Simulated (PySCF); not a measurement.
**Telling isomers of C6H8O4 apart by NMR**

[PySCF: GFN2-xTB structure; σ from GIAO-PBE0/pcSseg-1; fast rotation and ring inversion assumed for equivalent nuclei; relativity neglected; gas phase; one conformer]

Referencing at the same level of theory: 1H, 13C against TMS. Where no couplings were computed, multiplicities follow the n + 1 count of equivalent neighbours, and m marks all less simple cases (inequivalent or close neighbours, rings, F or P nearby). Shifts are as computed. Against solution values, carbons near 30 ppm lie about +3 ppm off and those near 130 ppm about +5 ppm. Of 1211 compounds with measured shifts, 218 miss one by over three times the rms of a fit or turn the order of signals round; such compounds aren't used in these exercises.

(1) Tabulate the signals of `COC(=O)/C=C\OC(C)=O`, `COC(=O)C(=O)OC1CC1` and their relative energies.

(2) What is the quickest way to tell COC(=O)/C=C\OC(C)=O from COC(=O)C(=O)OC1CC1?

## Answers

(1) 
| SMILES | carbon types | δC | δH | E rel. (kcal/mol) |
| --- | --- | --- | --- | --- |
| COC(=O)/C=C\OC(C)=O | 2×C 2×CH 2×CH3 | 173.5, 170.5, 152.9, 108.0, 53.2, 23.0 | 8.05 (d, 1H), 5.50 (d, 1H), 3.87 (s, 3H), 2.34 (s, 3H) | 0.0 |
| COC(=O)C(=O)OC1CC1 | 2×C 1×CH 2×CH2 1×CH3 | 165.7, 164.2, 54.8, 51.2, 8.0 | 5.24 (m, 1H), 4.01 (s, 3H), 1.04 (m, 2H), 0.77 (m, 2H) | 18.3 |

Energies are electronic energies at PBE0/pcSseg-1 on these geometries, without zero-point or thermal terms, each for the one conformer computed, which needn't be the lowest.

(2) Count the carbon signals: 6 against 5. The first has an alkene carbon bearing oxygen (CH) at 152.9 ppm, the second a three-membered-ring carbon (CH2) at 8.0 ppm. Their most deshielded carbons lie at 173.5 and 165.7 ppm. In the proton spectra the most deshielded non-exchanging signals are 8.05 (d, 1H) and 5.24 (m, 1H).
